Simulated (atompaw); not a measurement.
## I: one change to a PAW (atompaw) potential, before and after

```json
{
 "Element": "I",
 "Generator": "atompaw 4.2.0.5",
 "Type": "PAW",
 "Functional": "PBE",
 "Relativity": "scalar-relativistic",
 "Frozen core": "[Kr]",
 "Valence charge": "17",
 "Reference configuration": "4d10 5s2 5p4.75 (charge +0.25)",
 "Partial waves": "5s (bound): rc 2.20 bohr; 5s channel at 3.4 Ry: rc 2.20 bohr; 5p (bound): rc 2.20 bohr; 5p channel at 2.9 Ry: rc 2.20 bohr; 4d (bound): rc 2.20 bohr; 4d channel at -0.05 Ry: rc 2.20 bohr",
 "Local potential": "bessel scheme, radius 1.55 bohr",
 "Core correction": "smooth core density matched at 1.95 bohr",
 "Augmentation charge": "sinc compensation charge, radius 2.05 bohr; PAW radius 2.20 bohr; waves and projectors: custom rrkj vanderbiltortho"
}
```

All-electron outer shells of the reference configuration (PBE, scalar-relativistic, ld1.x):

```csv
shell,level (eV),outermost node (bohr),outermost maximum (bohr)
4s,-182.85,0.37,0.68
4p,-129.82,0.37,0.72
4d,-52.53,0.35,0.78
5s,-19.52,0.88,1.70
5p,-9.06,0.96,2.02
```

Change: all radii scaled by about 1.11 (s 2.44, p 2.44, d 2.44 bohr); local potential bessel scheme, radius 1.72 bohr; augmentation sinc compensation charge, radius 2.28 bohr; PAW radius 2.44 bohr; waves and projectors: custom rrkj vanderbiltortho; core correction smooth core density matched at 2.16 bohr.

Cutoffs: the cutoffs (Ry, on a coarse ladder) from which the occupation-weighted sum of valence levels, in a spherical-Bessel basis at the reference potential, stays within 10 and 1 mRy of its value at 400 Ry; they do not see the model core or the augmentation charge, which bear on the density cutoff.

Problem. What does the change do?

Solution. The potential gets softer (21 Ry and 35 Ry → 18 Ry and 30 Ry); neither file shows a bound ghost. A larger radius leaves more room for a smooth pseudo-wave, so fewer plane waves are needed.

```tsv
quantity	base	changed
cutoff, loose	21 Ry	18 Ry
cutoff, tight	35 Ry	30 Ry
loose cutoff by channel (10 mRy a level)	s 6 Ry, p 6 Ry, d 18 Ry	s 6 Ry, p 8 Ry, d 15 Ry
bound ghosts	none	none
lowest overlap eigenvalue by channel	s 0.55, p 0.54, d 0.88	s 0.18, p 0.51, d 0.89
```

 The cutoffs see the waves, projectors and local potential, not the compensation charge or the core.
